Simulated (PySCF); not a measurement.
# How methods differ on the ionisation energy of Pt⁶⁶⁺

Pt⁶⁶⁺ [Ne] 3s2 (1S) → Pt⁶⁷⁺ [Ne] 3s1 (2S), as a difference of total energies. Calculation: PySCF 2.14, in an uncontracted even-tempered set (16 s from 20 bohr⁻², ratio 2.5; 10 p from 26 bohr⁻², ratio 2.5; 4 d from 95 bohr⁻², ratio 2.7; 4 f from 140 bohr⁻², ratio 2.7); no relativity, point nucleus. Correlated levels: outer shells: 1s2 frozen; virtual orbitals above 40 to 60 times the deepest correlated orbital energy dropped. The calculations carry no spin-orbit coupling.

| method | ionisation energy (eV) |
| --- | --- |
| UHF | 7298.6 |
| MP2 (outer shells) | 7304.3 |
| SCS-MP2 (outer shells) | 7305.1 |
| CCSD (outer shells) | 7306.5 |
| CCSD(T) (outer shells) | 7306.6 |

Problem. How much does correlation contribute at CCSD(T) (outer shells)?

Solution. 7306.6 − (7298.6) = 8.0 eV, measured against UHF.

The gap to the reference is mostly relativistic.

For comparison: 7960 ± 40 eV (theoretical estimate listed by NIST; NIST Atomic Spectra Database, ionization energies).
